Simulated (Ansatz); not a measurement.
Isolated molecules relaxed with PBE0-D4/def2-TZVP in Ansatz; ΔE leaves out vibrations. CBS: MP2 limit from def2 TZ/QZ plus the TZ coupled-cluster correction, frozen cores. DFT in def2-TZVPP. B3LYP here is the variant with VWN-RPA as its local correlation; programs differ in this. Each species was taken in one conformer, which may not be the lowest.

`CO[SiH](Cl)OC` + disilane → `CO[SiH]([SiH3])Cl` + `CO[SiH3]`  (redistribution)

```json
{"level": "PBE-D4", "ΔE (kJ/mol)": "32.6", "difference from CCSD(T)/CBS": "-0.4"}
{"level": "r2SCAN-D4", "ΔE (kJ/mol)": "37.0", "difference from CCSD(T)/CBS": "4.0"}
{"level": "PBE0-D4", "ΔE (kJ/mol)": "34.6", "difference from CCSD(T)/CBS": "1.6"}
{"level": "ωB97X-V", "ΔE (kJ/mol)": "32.8", "difference from CCSD(T)/CBS": "-0.2"}
{"level": "B2PLYP", "ΔE (kJ/mol)": "31.4", "difference from CCSD(T)/CBS": "-1.6"}
{"level": "r2SCAN", "ΔE (kJ/mol)": "36.9", "difference from CCSD(T)/CBS": "3.9"}
{"level": "PBE0", "ΔE (kJ/mol)": "34.4", "difference from CCSD(T)/CBS": "1.4"}
{"level": "B3LYP", "ΔE (kJ/mol)": "30.7", "difference from CCSD(T)/CBS": "-2.3"}
{"level": "HF/def2-TZVPP", "ΔE (kJ/mol)": "31.9", "difference from CCSD(T)/CBS": "-1.1"}
{"level": "SCS-MP2/def2-TZVPP", "ΔE (kJ/mol)": "30.2", "difference from CCSD(T)/CBS": "-2.8"}
{"level": "CCSD/def2-TZVPP", "ΔE (kJ/mol)": "34.3", "difference from CCSD(T)/CBS": "1.3"}
{"level": "HF/def2-QZVPP", "ΔE (kJ/mol)": "31.9", "difference from CCSD(T)/CBS": "-1.1"}
{"level": "SCS-MP2/def2-QZVPP", "ΔE (kJ/mol)": "29.7", "difference from CCSD(T)/CBS": "-3.3"}
{"level": "HF/CBS(def2)", "ΔE (kJ/mol)": "32.0", "difference from CCSD(T)/CBS": "-1.0"}
{"level": "MP2/CBS(def2)", "ΔE (kJ/mol)": "30.9", "difference from CCSD(T)/CBS": "-2.1"}
{"level": "CCSD/CBS(def2)", "ΔE (kJ/mol)": "33.1", "difference from CCSD(T)/CBS": "0.1"}
{"level": "CCSD(T)/CBS", "ΔE (kJ/mol)": "33.0", "difference from CCSD(T)/CBS": "0"}
```

Largest T1 diagnostic among the species: 0.013.
